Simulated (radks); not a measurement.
These are the eigenvalues of the occupied orbitals of an atom or ion with whole-number occupations (hartree). Method: Dirac Kohn-Sham, LB94 model potential, spin-unpolarised, spherical densities, finite nucleus; Fermi nuclear charge, rms radius of each element as measured or else 0.836 A^(1/3) + 0.57 fm; computed with a radial shooting solver on a logarithmic mesh with Libxc functionals.

| orbital | eigenvalue |
|---|---|
| 1s1/2 | -1490.796 |
| 2s1/2 | -244.2130 |
| 2p1/2 | -231.1822 |
| 2p3/2 | -214.6051 |
| 3s1/2 | -57.59893 |
| 3p1/2 | -52.01154 |
| 3p3/2 | -48.76357 |
| 3d3/2 | -38.93563 |
| 3d5/2 | -38.23444 |
| 4s1/2 | -16.20806 |
| 4p1/2 | -14.13224 |
| 4p3/2 | -13.41963 |
| 4d3/2 | -9.98407 |
| 4d5/2 | -9.85482 |
| 5s1/2 | -6.62552 |

Which element is it, and in what charge state? The configuration may be excited. Open shells, if any, fill j = l - 1/2 first.

Answer. Z = 58, cerium, charge +10: Ce10+ in [Kr] 4d10 5s2. The list shows which subshells hold electrons but not how many an open one holds; the 1s level, -1490.8 hartree, gives Z - s = 54.6 by -(Z - s)^2/2, which with screening and relativity narrows Z to a few neighbours, and the depths of the outer levels then fix element, charge and occupations together.
